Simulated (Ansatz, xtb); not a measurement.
## A geometry optimisation of BClGaGeH3 with r2SCAN-D4/def2-SVP

The starting geometry of this gas-phase singlet was built from a drawn formula by distance geometry; its bonds are those of `[H]/[B]=[GeH]/[GaH][Cl]`.

```xyz
7

B    -1.0762   -0.4291   -0.1294
Cl    2.9426    0.2450   -0.6742
Ga    1.3229    0.8045   -2.0782
Ge   -0.9530   -0.2460   -1.9158
H    -1.8244   -0.7982    0.6902
H    -1.4132   -1.2999   -2.7008
H     1.2750    2.1697   -2.5634
```

Predict what becomes of its bonds when it is optimised with r2SCAN-D4/def2-SVP.

A new bond forms, giving a structure given below by its coordinates. Distances that change by over a tenth: Ge4–H6 (1.39 → 1.55 Å). Contacts that close: B1–Ga3 (3.33 → 2.33 Å).

The energy falls by 1.84 eV over 28 steps:

```json
{"step": "1", "E − E(last) (eV)": "1.840"}
{"step": "4", "E − E(last) (eV)": "0.596"}
{"step": "7", "E − E(last) (eV)": "0.471"}
{"step": "10", "E − E(last) (eV)": "0.353"}
{"step": "13", "E − E(last) (eV)": "0.201"}
{"step": "16", "E − E(last) (eV)": "0.030"}
{"step": "19", "E − E(last) (eV)": "0.005"}
{"step": "22", "E − E(last) (eV)": "0.002"}
{"step": "25", "E − E(last) (eV)": "0.000"}
{"step": "28", "E − E(last) (eV)": "0.000"}
```

Final geometry (Å):

```yaml
atoms:
  - { symbol: B, position_ang: [-0.7531, -0.7241, -0.5270] }
  - { symbol: Cl, position_ang: [2.0863, 1.0952, 0.1464] }
  - { symbol: Ga, position_ang: [0.9025, 0.5328, -1.5835] }
  - { symbol: Ge, position_ang: [-1.6284, 0.3322, -1.8332] }
  - { symbol: H, position_ang: [-0.3843, -1.0427, 0.5689] }
  - { symbol: H, position_ang: [-1.6201, -0.3851, -3.2083] }
  - { symbol: H, position_ang: [1.6709, 0.6377, -2.9348] }
```

From the same start GFN2-xTB ends elsewhere, at `[BH2][Ge][GaH][Cl]`.

No frequencies were run, so the end isn't proven a minimum. Run with Ansatz 0.2.0, 98 s on 2 threads of Intel(R) Xeon(R) Platinum 8259CL CPU @ 2.50GHz (Skylake/Cascade Lake) (shared host).
